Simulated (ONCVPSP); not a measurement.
**Plane-wave convergence, ONCV potential for lithium (Li)**

lithium (Li), optimised norm-conserving Vanderbilt (ONCV), made with ONCVPSP 4.0.1 (PBE, fully relativistic). Core none, reference 1s2 2s1. Waves: 1s+2s: rc 1.35 bohr, ncon 4, nbas 8, qcut 8.2 1/bohr, 2 projectors; p scattering state at 0.32 Ha: rc 1.25 bohr, ncon 3, nbas 8, qcut 5.9 1/bohr, 1 projector; d scattering state at 0.02 Ha: rc 1.15 bohr, ncon 4, nbas 7, qcut 9.6 1/bohr, 2 projectors, debl 1.3 Ha. Local part: polynomial inside 0.95 bohr (lpopt 5, dvloc0 2 Ha). Core correction: none.

Open shells are filled in proportion to 2j + 1.

Task: For each optimised wave give the share of its norm inside rc, the residual kinetic energy above qcut (Ha) and the cutoffs (Ha) for errors of 10, 1, 0.1 and 0.01 mHa per electron.

Result:

| wave | norm inside rc | residual KE | 10 mHa | 1 mHa | 0.1 mHa | 0.01 mHa |
| --- | --- | --- | --- | --- | --- | --- |
| 1s | 0.963 | 2.9e-05 | 21.2 | 26.6 | 30.9 | 61.3 |
| 2s | 0.024 | 1.1e-05 | 12.5 | 21.2 | 28.2 | 34.3 |
| p projector 1 j=3/2 | 0.160 | 1.5e-04 | 5.8 | 11.8 | 19.8 | 129.3 |
| p projector 1 j=1/2 | 0.160 | 1.5e-04 | 5.8 | 11.8 | 19.8 | 129.4 |
| d projector 1 j=5/2 | 0.000 | 7.2e-08 | 0.0 | 0.3 | 0.6 | 1.3 |
| d projector 2 j=5/2 | 0.015 | 4.0e-07 | 3.3 | 6.8 | 12.5 | 26.7 |
| d projector 1 j=3/2 | 0.000 | 7.2e-08 | 0.0 | 0.3 | 0.6 | 1.3 |
| d projector 2 j=3/2 | 0.015 | 4.0e-07 | 3.3 | 6.8 | 12.5 | 26.7 |

The occupied waves need 27 Ha and 31 Ha for 1 and 0.1 mHa. Rows with under 1 % of the norm inside rc give no meaningful cutoff. Its largest configuration-test error is +1627 meV.
